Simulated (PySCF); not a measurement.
# How methods differ on the ionisation energy of In

In [Kr] 4d10 5s2 5p1 (2P) → In⁺ [Kr] 4d10 5s2 (1S), as a difference of total energies. All numbers are calculated (PySCF 2.14, scalar relativity by spin-free X2C-1e, in aug-cc-pVQZ-DK3). Correlated levels: valence: [Kr] 4d10 frozen. The calculations carry no spin-orbit coupling.

```csv
method,ionisation energy (eV),plus first-order spin-orbit estimate,error of that sum (eV)
UHF,5.218,5.380,-0.406
LDA,5.726,5.888,+0.102
PBE,5.599,5.761,-0.025
PBE0,5.628,5.790,+0.004
r2SCAN,5.723,5.885,+0.099
revPBE,5.553,5.714,-0.072
CAM-B3LYP,5.681,5.842,+0.056
PBEsol,5.602,5.764,-0.022
MP2 (valence),5.426,5.588,-0.198
SCS-MP2 (valence),5.412,5.574,-0.212
```

Reference: 5.786 eV (measured; NIST Atomic Spectra Database, ionization energies).

A first-order spin-orbit estimate (lowest level to lowest level, LS coupling) adds 0.162 eV.

Errors of the correlated levels include the incompleteness of this basis and the frozen core.
